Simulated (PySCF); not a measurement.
C₂H₅NOSi, SMILES N#CC[SiH2]O. Atoms are numbered in the order given.

```xyz
10

N     -0.3324     2.8635     0.0000
C      0.1975     1.8321     0.0000
C      0.8015     0.5104     0.0000
Si    -0.5042    -0.8686     0.0000
O      0.4073    -2.2639     0.0000
H      1.4442     0.3878    -0.8877
H      1.4442     0.3878     0.8877
H     -1.3546    -0.7445     1.2169
H     -1.3546    -0.7445    -1.2169
H     -0.0465    -3.1143     0.0000
```

Coordinates come from a B3LYP-D3(BJ)/def2-SVP optimisation. The structure was generated by enumeration, and PubChem lists no compound with its InChIKey, so it may never have been made. Other conformers were not sampled.

Level of theory: PySCF with PBE/pcSseg-1.

GIAO shieldings, no solvent; atoms alike by connectivity are averaged. δ = σ(ref) − σ: ¹⁵N against NH3 (σ = 267.0 ppm); ¹³C against TMS (σ = 182.0 ppm); ²⁹Si against TMS (σ = 335.4 ppm); ¹⁷O against H2O (σ = 334.3 ppm); ¹H against TMS (σ = 31.49 ppm), references at their B3LYP-D3(BJ)/def2-TZVP geometries, non-relativistic.

```tsv
nucleus	atoms	count	δ (ppm)
¹⁵N	N1	1	304.2
¹³C	C2	1	116.2
¹³C	C3	1	4.9
²⁹Si	Si4	1	-13.1
¹⁷O	O5	1	23.2
¹H	H8, H9	2	5.57
¹H	H6, H7	2	2.20
¹H	H10	1	0.90
```
